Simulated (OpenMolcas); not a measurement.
**Rh+: the spin-orbit constant, worked from levels**

| Item | Value |
| --- | --- |
| Program | OpenMolcas 26.06 |
| Basis | ANO-RCC-VQZP [8s7p5d3f2g1h] |
| Scalar Hamiltonian | DKH2, point nucleus |
| Active space | 8 electrons in 5 orbitals (4d) |
| State averaging | 2S+1 = 3 even, 10 roots; 2S+1 = 1 even, 15 roots |
| Spin-orbit coupling | state interaction with AMFI integrals over the reference wave functions, term energies averaged over their components |

Methods: CASSCF; SS-CASPT2, IPEA 0.25 Eh, imaginary shift 0.1 Eh (closed shells correlated: 4s 4p). Measured levels: NIST Handbook of Basic Atomic Spectroscopic Data.

**The spin-orbit constant.** For the Hund term 3F of d8, E(J) = (A/2) J(J+1) + constant and ζ = -2S·A = -2A. From J = 2 to J = 4 the energy changes by 7 A.

```json
{"Source": "CASSCF", "E(4) - E(2)": "-3759.3", "A": "-537.0", "ζ": "1074"}
{"Source": "SS-CASPT2", "E(4) - E(2)": "-3553.3", "A": "-507.6", "ζ": "1015"}
{"Source": "measured", "E(4) - E(2)": "-3580.7", "A": "-511.5", "ζ": "1023"}
```

All in cm-1. SS-CASPT2 is off by -0.8 % and CASSCF by +5.0 %. Both methods take the spin-orbit matrix elements from the reference wave functions, so the second can move ζ only through the term energies and any multistate remixing. Second-order mixing with other terms is absorbed into this ζ.

CASPT2 breaks the degeneracy within a term, and the mean is taken; among the terms shown or strongly mixed into the levels shown the widest spread is 760 cm-1 (4d8 3F, SS-CASPT2). Configurations with an s electron lie low at this charge and mix in, so terms can be misplaced. Without dynamic correlation excited terms often stand tens of per cent too high (terms of higher spin than the ground term too low), and those without a measured partner can miss by more than the paired ones (holds for CASSCF). Computed and measured levels are paired by configuration, term and J; levels that our copy of the source lacks, or whose pairing is in doubt (as where it misses far off the trend of its configuration), stay unpaired and out of the deviations. Levels of configurations outside the active space are missing.
